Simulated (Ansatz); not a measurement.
Geometry optimisation, RKS CAM-B3LYP-D4/def2-SVP in Ansatz.

input.yaml

```yaml
crystal:
  periodic: [false, false, false]
  atoms:
    - { symbol: Si, position_ang: [0.0, 0.0, 0.0] }
    - { symbol: H, position_ang: [0.0, 0.0, 1.81] }
    - { symbol: F, position_ang: [1.4994, 0.0, -0.5295] }
    - { symbol: F, position_ang: [-0.7489, 1.2974, -0.5295] }
    - { symbol: O, position_ang: [-0.7913, -1.3709, -0.5594] }
    - { symbol: H, position_ang: [-1.2459, -1.8365, 0.2129] }
    - { symbol: P, position_ang: [1.2944, -1.9656, 0.782] }
    - { symbol: H, position_ang: [0.4981, -3.1353, 0.6631] }
    - { symbol: H, position_ang: [2.4646, -2.108, -0.0096] }
    - { symbol: H, position_ang: [0.522, -0.7926, 1.8858] }
basis:
  gaussian: { orbitals: def2-SVP }
hamiltonian:
  xc: cam_b3lyp
  dispersion: d4
relax:
  f_tol: 0.15
  max_steps: 25
  restrain:
    - { distance: [0, 6], at: 2.18, k: 30.0 }
    - { distance: [9, 1], at: 0.66, k: 30.0 }
    - { distance: [0, 1], at: 2.66, k: 30.0 }
    - { distance: [9, 6], at: 2.62, k: 30.0 }
output:
  orbitals: {}
```

Command:

```bash
$ ansatz run input.yaml --threads 4 --pin off --max-ram 5120MiB --backend cpu --events-out ev --progress --plain --runs-dir out
```

**Question.** Where does it end, and by what steps?

**Answer.** The forces met the threshold. The restraints hold the end off the free minimum; the threshold counts their pulls, which the force column leaves out. Restrained pairs: Si1–P7 (2.48 → 2.20 Å), H2–H10 (0.95 → 0.72 Å), Si1–H2 (1.81 → 2.67 Å), P7–H10 (1.79 → 2.63 Å). After 12 steps the energy has fallen by 5.308 eV (the restraints' own energy left out); F3 moved furthest, 1.26 Å.

| step | energy less start (eV) | largest force component (eV/Å) | accepted |
| --- | --- | --- | --- |
| 0 | 0.0000 | 3.913 | yes |
| 1 | -0.2520 | 3.493 | yes |
| 2 | -0.5997 | 4.215 | yes |
| 3 | -2.1460 | 3.517 | yes |
| 4 | -3.4417 | 2.133 | yes |
| 5 | -4.0771 | 1.809 | yes |
| 6 | -4.4165 | 1.983 | yes |
| 7 | -4.7650 | 1.658 | yes |
| 8 | -5.0166 | 1.826 | yes |
| 9 | -5.2107 | 1.319 | yes |
| 10 | -5.2769 | 1.288 | yes |
| 11 | -5.3047 | 1.386 | yes |
| 12 | -5.3077 | 1.466 | yes |

```xyz
10
Properties=species:S:1:pos:R:3
Si 0.376 -0.424 -0.371
H -0.328 -0.153 2.188
F 1.141 -0.069 -1.738
F 0.089 1.009 0.307
O -1.063 -1.094 -0.744
H -1.337 -1.940 -0.380
P 1.745 -1.595 0.892
H 0.758 -2.556 1.247
H 2.225 -2.351 -0.217
H -0.113 -0.740 2.542
```

Run time: 27 s on 4 threads of Arm Neoverse V1, with other jobs on the host, peak memory 0.25 GiB.
